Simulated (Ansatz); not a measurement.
Reactions of ClFH₄OSi₂, SMILES `O[SiH](F)[SiH2]Cl`.

Gas-phase electronic energies from Ansatz, PBE0-D4/def2-TZVP geometries. CCSD(T)/CBS adds triple-zeta CCSD(T) − MP2 to the extrapolated MP2 energy (def2 sets, frozen cores). This one scheme is used for every species. def2 core potentials past Kr. For Ge, I outer-core shells are correlated without core-valence functions, which leaves a few kJ/mol of doubt a bond. Scalar relativity is left out up to krypton. Each species was taken in one conformer, which may not be the lowest.

Q: Order these by ΔE at CCSD(T)/CBS, lowest first. (An estimate is asked.)
A. `O[SiH](F)[SiH2]Cl` + `O[SiH](O)O` → `O[SiH](O)O[SiH](O)F` + `[SiH3]Cl`
B. `O[SiH](F)[SiH2]Cl` + CH₄ → `C[SiH](F)[SiH2]Cl` + H₂O
C. `O[SiH](F)[SiH2]Cl` + `C[NH][GeH3]` → `C[N]([GeH3])[SiH](O)F` + `[SiH3]Cl`
D. `O[SiH](F)[SiH2]Cl` + `N[SiH3]` → `[SiH3]N[SiH2]Cl` + `O[SiH2]F`
E. `O[SiH](F)[SiH2]Cl` + HI → `O[SiH](F)[SiH2]I` + HCl

A: A (-155.3 kJ/mol), C (-103.1 kJ/mol), D (-88.3 kJ/mol), E (-2.5 kJ/mol), B (+105.1 kJ/mol).

Largest T1 diagnostic: 0.012, for `O[SiH](O)O[SiH](O)F`.
